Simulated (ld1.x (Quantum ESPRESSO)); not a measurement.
Before and after: TM semilocal potential for Ag (Z = 47)

silver, norm-conserving Troullier–Martins (semilocal form), made with ld1.x (Quantum ESPRESSO) 7.5 (LDA (PZ), scalar-relativistic). Core [Kr], reference 4d10 5s0.75 5p0.25. Waves: 5p (bound): rc 3.90 bohr; 4d (bound): rc 1.15 bohr; 5s (bound): rc 2.45 bohr. Local part: the s channel. Core correction: Bessel-smoothed model core inside 1.05 bohr.

All-electron outer shells of the reference configuration (LDA (PZ), scalar-relativistic, ld1.x):

```
shell  level (eV)  outermost node (bohr)  outermost maximum (bohr)
   4s      -95.62                   0.44                      0.82
   4p      -59.21                   0.44                      0.87
   4d       -8.20                   0.43                      1.04
   5s       -5.10                   1.11                      2.46
   5p       -1.17                   1.25                      3.62
```

Change: wave 4d (bound): rc 1.15 bohr becomes 4d (bound): rc 1.04 bohr.

Cutoffs: the cutoffs (Ry, on a coarse ladder) from which the occupation-weighted sum of valence levels, in a spherical-Bessel basis at the reference potential, stays within 10 and 1 mRy of its value at 400 Ry; they do not see the model core or the augmentation charge, which bear on the density cutoff. Errors are all-electron minus pseudo energies relative to the spin-unpolarised reference configuration.

Q: How do hardness, ghosts and transferability respond?

A: The potential gets harder (80 Ry and 100 Ry → 100 Ry and 140 Ry); the errors of the 9 common tests hardly move; neither file shows a bound ghost. A smaller radius makes the pseudo-wave follow the all-electron one further in, where it bends more sharply, so more plane waves are needed. A semilocal file is local in each channel, so a ghost entry of none says nothing of the separable form that plane-wave codes build from it.

```csv
quantity,base,changed
"cutoff, loose",80 Ry,100 Ry
"cutoff, tight",100 Ry,140 Ry
loose cutoff by channel (10 mRy a level),"p 6 Ry, d 60 Ry, s 6 Ry","p 6 Ry, d 70 Ry, s 6 Ry"
bound ghosts,none,none
"error for 4d10 5s1 5p0, meV [ΔE -0.97 eV]",+0.1,+0.1
"error for 4d10 5s0 5p0, meV [ΔE 7.13 eV]",-10,-10
"error for 4d9 5s0 5p0, meV [ΔE 29.51 eV]",-40,-39
"error for 4d10 5s0.5 5p0, meV [ΔE 2.21 eV]",-1.8,-1.8
"error for 4d9 5s1 5p0, meV [ΔE 12.41 eV]",-45,-44
"error for 4d8 5s0 5p0, meV [ΔE 65.95 eV]",-260,-257
"error for 4d7 5s0 5p0, meV [ΔE 117.87 eV]",-835,-829
"error for 4d10 5s0.75 5p0.25 (spin-polarised), meV [ΔE -0.13 eV]",0.0,0.0
"error for 4d10 5s1 5p0 (spin-polarised), meV [ΔE -1.12 eV]",+0.4,+0.4
s: phases at 4.24 bohr within 0.05 rad from the reference energy up to (Ry; the scan ends near 5),0.8,0.8
p: phases at 4.24 bohr within 0.05 rad from the reference energy up to (Ry; the scan ends near 5),1.0,1.0
d: phases at 4.24 bohr within 0.05 rad from the reference energy up to (Ry; the scan ends near 5),to the end of the scan,to the end of the scan
```
